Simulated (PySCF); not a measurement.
Compound: C8H10Si.
Geometry (PBE0-D3(BJ)/def2-SVP, Å), atoms numbered from 1 in this order:
```
atom  x, y, z in Å
C1     4.5678    0.0129    1.1478
C2     3.8383   -0.7006    0.4855
Si3    2.7383   -1.7803   -0.5131
C4     1.0316   -1.1422   -0.4738
C5    -0.1088   -0.7094   -0.4364
C6    -1.4482   -0.1668   -0.3674
C7    -1.6898    1.3170   -0.7515
C8    -2.7146    1.4011    0.3934
C9    -2.0671    0.1531    1.0191
H10    5.2137    0.6438    1.7326
H11    2.7821   -3.1595    0.0520
H12    3.2423   -1.8116   -1.9161
H13   -2.1332   -0.8149   -0.9403
H14   -0.7932    1.9196   -0.5450
H15   -2.0254    1.5199   -1.7787
H16   -3.7364    1.1942    0.0397
H17   -2.7349    2.3216    0.9942
H18   -2.7165   -0.6129    1.4669
H19   -1.2798    0.4173    1.7403
```

Method: PySCF, TDDFT wB97X-D/def2-SVPD, vertical, gas phase, core orbitals frozen in the response.

Excitation energies and transition dipoles (atomic units, axes of the coordinates) of those of the lowest 10 singlets that add 0.02 au or more to the mean polarisability:

```csv
state,ΔE (hartree),μx,μy,μz
S2,0.2194,-0.027,-0.060,0.102
S3,0.2205,0.044,-0.191,-0.113
S5,0.2304,0.193,-0.131,-0.045
S6,0.2316,-0.018,-0.050,0.075
S7,0.2695,-0.042,-0.134,0.200
S8,0.2724,-0.657,-0.041,-0.183
S9,0.2807,-1.623,0.747,0.138
S10,0.2865,0.050,0.154,-0.227
```

Task: What does each state add to αxx, αyy and αzz, and how do the sums compare with the full static tensor?

Result: Each state adds 2 μα² / ΔE.

```csv
state,αxx (au),αyy (au),αzz (au)
S2,0.01,0.03,0.09
S3,0.02,0.33,0.12
S5,0.32,0.15,0.02
S6,0.00,0.02,0.05
S7,0.01,0.13,0.30
S8,3.17,0.01,0.25
S9,18.77,3.97,0.13
S10,0.02,0.17,0.36
all 10 states,22.3,4.8,1.3
full response,150.7,107.9,98.8
share (%),15,4,1
```

The rest comes from the higher roots of the same response equations.

Task: Give the full tensor and its principal values.

Result: In au, rows and columns x, y, z:
```
x   150.7 -13.2   4.6
y   -13.2 107.9   7.7
z     4.6   7.7  98.8
```
Principal values 92.3, 110.5 and 154.6 au; mean 119.1 au (17.65 Å³).

Task: By how much does the contribution of these states grow at 532 nm?

Result: With ω = 0.0856 hartree each state's term in the mean polarisability goes from f / ΔE² to f / (ΔE² − ω²), f = (2/3) ΔE |μ|²; the sum over all 10 states goes from 9.49 to 10.51 au, a rise of 1.01 au.

Time: 16 min; peak memory 1.3 GiB. Hardware: Intel Xeon at 2.50 GHz, one thread, on a shared host.

One conformer stands for the species.
